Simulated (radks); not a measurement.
The numbers below are computed, except where a source is named.
Pb66+, 16 electrons, occupied as [Ne] 3s2 3p4. Level of theory: scalar-relativistic Kohn-Sham, r2SCAN, spin-polarised, spherical densities, finite nucleus; open shells are filled with parallel spins first (spin-orbit coupling, left out, can overturn this in heavy ions); meta-GGA in the generalised Kohn-Sham scheme; Fermi nuclear charge, rms radius 5.5012 fm (a radial shooting solver on a logarithmic mesh with Libxc functionals). Some entries of the table are withheld. Estimate them.

orbital  occ.  eigenvalue (Ry)  <r^2> (bohr^2)
1s up       1        -6888.356       0.0003573
1s down     1        -6887.381       0.0003572
2s up       1        -1553.376        0.005305
2s down     1        -1553.018        0.005302
2p up       3        -1390.734             (1)
2p down     3        -1389.975             (2)
3s up       1        -619.0960             (3)
3s down     1        -616.7533             (4)
3p up       3              (5)         0.03019
3p down     1              (6)         0.03025

Answer. 
(1) 2p up <r^2> (bohr^2): 0.004488
(2) 2p down <r^2> (bohr^2): 0.004488
(3) 3s up <r^2> (bohr^2): 0.03022
(4) 3s down <r^2> (bohr^2): 0.03029
(5) 3p up eigenvalue (Ry): -571.2224
(6) 3p down eigenvalue (Ry): -568.8636
